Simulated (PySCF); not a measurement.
**Ge: ionisation energy**

Ge [Ar] 3d10 4s2 4p2 (3P) → Ge⁺ [Ar] 3d10 4s2 4p1 (2P), as a difference of total energies. Computed with PySCF 2.14 in jorge-DZP-DKH (8s6p2d1f, 43 functions), with the spin-free X2C one-electron Hamiltonian (Gaussian nucleus). Correlated levels: valence: [Ar] 3d10 frozen. The calculations carry no spin-orbit coupling.

Question: Order these methods by the ionisation energy they give, lowest first.
A. B3LYP
B. CCSD (valence)
C. PBE0
D. UHF

Answer: B (7.244 eV), D (7.336 eV), A (7.747 eV), C (7.811 eV).

Errors of the correlated levels include the incompleteness of this basis and the frozen core.

For comparison: 7.925 eV (measured; NIST levels, between the centres of gravity of the two terms).
